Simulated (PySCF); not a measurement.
**Telling isomers of C6H8FPSi apart by NMR**

In vacuum, no relativistic terms, one conformer, averaged over atoms made equivalent by symmetry, fast rotation or ring inversion. Shielding tensors at PBE0/pcSseg-1 (GIAO); geometry from GFN2-xTB; PySCF 2.14.0 with density-fitted response routines.

References, each an isolated molecule treated in the same way: TMS for 1H, 13C. Splittings of carbon signals by F and P are missing where no couplings were computed. Where no couplings were computed, multiplicities follow the n + 1 count of equivalent neighbours, and m marks all less simple cases (inequivalent or close neighbours, rings, F or P nearby). Shifts are as computed. Against solution values, carbons near 30 ppm lie about +3 ppm off and those near 130 ppm about +5 ppm. Of 1211 compounds with measured shifts, 218 miss one by over three times the rms of a fit or turn the order of signals round; such compounds aren't used in these exercises.

(1) Tabulate the signals of `Fc1ccccc1P[SiH3]`, `Fc1ccc(P[SiH3])cc1`, `Cc1cpcc([SiH3])c1F`, `Cc1cpc([SiH3])cc1F` and their relative energies.

(2) What is the quickest way to tell Fc1ccccc1P[SiH3] from Cc1cpc([SiH3])cc1F?

(3) What is the quickest way to tell Fc1ccc(P[SiH3])cc1 from Cc1cpcc([SiH3])c1F?

(4) What is the quickest way to tell Fc1ccccc1P[SiH3] from Cc1cpcc([SiH3])c1F?

## Answers

(1) 
```json
{"SMILES": "Fc1ccccc1P[SiH3]", "carbon types": "2×C 4×CH", "δC": "173.3, 139.9, 134.7, 129.9, 128.9, 120.1", "δH": "7.75 (m, 1H), 7.48 (m, 1H), 7.29 (m, 1H), 7.25 (m, 1H), 4.10 (m, 3H), 3.20 (m, 1H)", "E rel. (kcal/mol)": "0.0"}
{"SMILES": "Fc1ccc(P[SiH3])cc1", "carbon types": "2×C 4×CH", "δC": "172.8, 140.3, 134.1, 122.0", "δH": "7.72 (m, 2H), 7.27 (m, 2H), 4.02 (m, 3H), 3.42 (m, 1H)", "E rel. (kcal/mol)": "0.8"}
{"SMILES": "Cc1cpcc([SiH3])c1F", "carbon types": "3×C 2×CH 1×CH3", "δC": "176.4, 173.1, 170.0, 136.2, 131.6, 22.6", "δH": "9.29 (m, 1H), 9.15 (m, 1H), 4.65 (s, 3H), 2.65 (s, 3H)", "E rel. (kcal/mol)": "3.8"}
{"SMILES": "Cc1cpc([SiH3])cc1F", "carbon types": "3×C 2×CH 1×CH3", "δC": "171.4, 171.2, 168.4, 138.4, 134.1, 22.5", "δH": "9.09 (m, 1H), 8.20 (m, 1H), 4.76 (m, 3H), 2.64 (s, 3H)", "E rel. (kcal/mol)": "4.1"}
```

Energies are electronic energies at PBE0/pcSseg-1 on these geometries, without zero-point or thermal terms, each for the one conformer computed, which needn't be the lowest.

(2) Both give the same number of carbon signals, but DEPT or the intensities differ. The first has an aromatic CH at 120.1 ppm, the second a methyl carbon on an aromatic ring (CH3) at 22.5 ppm. Their most deshielded carbons lie at 173.3 and 171.4 ppm. In the proton spectra the most deshielded non-exchanging signals are 7.75 (m, 1H) and 9.09 (m, 1H).

(3) Count the carbon signals: 4 against 6. The first has an aromatic CH at 122.0 ppm, the second a methyl carbon on an aromatic ring (CH3) at 22.6 ppm. Their most deshielded carbons lie at 172.8 and 176.4 ppm. In the proton spectra the most deshielded non-exchanging signals are 7.72 (m, 2H) and 9.29 (m, 1H).

(4) Both give the same number of carbon signals, but DEPT or the intensities differ. The first has an aromatic CH at 120.1 ppm, the second a methyl carbon on an aromatic ring (CH3) at 22.6 ppm. Their most deshielded carbons lie at 173.3 and 176.4 ppm. In the proton spectra the most deshielded non-exchanging signals are 7.75 (m, 1H) and 9.29 (m, 1H).
